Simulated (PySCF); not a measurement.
Isomers of C5H8NSi2 (doublet state), one GFN2-xTB conformer each. Single-point energies are computed at B3LYP/pcH-1 (PySCF, gas phase, no added dispersion term), electronic only. GFN2-xTB treats the open shell by occupation alone, and not every SCF solution was tested for stability.

Task: Rank them by B3LYP/pcH-1 energy, lowest first (kcal/mol).
A. `[N:1]#[C:2][C:3]#[C:4][SiH2:5][CH2:6][CH2:7][SiH2:8]` (doublet state) with C4–Si5–C6–C7 -70°, Si5–C6–C7–Si8 62°, C6–C7–Si8–H -90° and 51°
B. `[N:1]#[C:2][C:3]#[C:4][SiH2:5][CH:6][CH2:7][SiH3:8]` (doublet state) with C4–Si5–C6–C7 -82°, Si5–C6–C7–Si8 93°
C. `[N:1]#[C:2][C:3]#[C:4][SiH:5][CH2:6][CH2:7][SiH3:8]` (doublet state) with C4–Si5–C6–C7 -80°, Si5–C6–C7–Si8 177°

Result: C (0.0), B (4.4), A (4.9).

Neighbours under 5.0 kcal/mol apart (N#CC#C[SiH]CC[SiH3] and N#CC#C[SiH2][CH]C[SiH3]; N#CC#C[SiH2][CH]C[SiH3] and N#CC#C[SiH2]CC[SiH2]) can change places with a better method, another conformer or zero-point energy. GFN2-xTB itself gives, in the same order: 0.0, 9.4, 8.0. Both levels put the same isomer lowest; measured from each level's own lowest isomer, the values differ by up to 5.0 kcal/mol (N#CC#C[SiH2][CH]C[SiH3]: 9.4 against 4.4).

Task: As an exercise, what shares would exp(−E/RT) give at 2000 K from these electronic energies alone (no entropy, no degeneracies)?

Result: RT = 3.974 kcal/mol: N#CC#C[SiH]CC[SiH3] 61.9 %, N#CC#C[SiH2][CH]C[SiH3] 20.3 %, N#CC#C[SiH2]CC[SiH2] 17.9 %.
